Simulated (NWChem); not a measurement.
System: C4H3NO; SMILES N(/C=O)=C\C#C

```xyz
9

C      0.0812    -2.9907    -0.1452
C      0.1161    -1.7905     0.0260
C      0.2192    -0.3882     0.2645
N     -0.6673     0.4422    -0.1268
C     -0.4241     1.8019     0.0757
O      0.6112     2.3595    -0.1739
H      0.0351    -4.0529    -0.3081
H      1.1195    -0.0525     0.8136
H     -1.3266     2.3390     0.4477
```
Atoms are numbered in this order, from 1.

All runs: NWChem. Medium grid unless said otherwise, to which SCAN and Minnesota functionals are sensitive. Geometry: optimised at PBE0/def2-SVP. B3LYP is NWChem's, with the RPA form of VWN correlation. Total energies of different functionals are on different scales.

```tsv
level	energy (Ha)	highest occupied level (eV)	orbital gap (eV)	dipole (D)	relative time
PBE/def2-TZVP	-283.8800	-6.30	2.74	2.92	1
B3LYP/def2-TZVP	-284.2173	-7.67	4.84	2.99	1
BLYP/def2-TZVP	-284.1472	-6.21	2.81	2.95	1
PW6B95/def2-TZVP	-284.5608	-8.07	5.55	2.96	1
CAM-B3LYP/def2-TZVP	-284.0779	-9.40	7.91	2.98	10
M06-2X/def2-TZVP	-284.0957	-9.54	7.86	2.91	1
```

Times are rough ratios from one shared machine.
